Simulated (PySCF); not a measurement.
Vertical excitations of a molecule C3H6F2Si from TDDFT-PBE/def2-SVPD in PySCF, as energy in eV (oscillator strength): 5.97 (0.001), 6.05 (0.010), 7.10 (0.010), 7.16 (0.001), 7.40 (0.003), 7.52 (0.016), 7.58 (0.046), 7.68 (0.000), 7.72 (0.006), 7.73 (0.002). Lowest triplet (TDA): 5.77 eV. Coordinates come from a B3LYP-D3(BJ)/def2-SVP optimisation. Other conformers were not sampled.

Problem. Which structure fits?
A. C=CC[SiH](F)F
B. F[Si]1(F)CCC1
C. C=C([SiH3])C(F)F
D. F[SiH2]C1(F)CC1

Solution. D, F[SiH2]C1(F)CC1
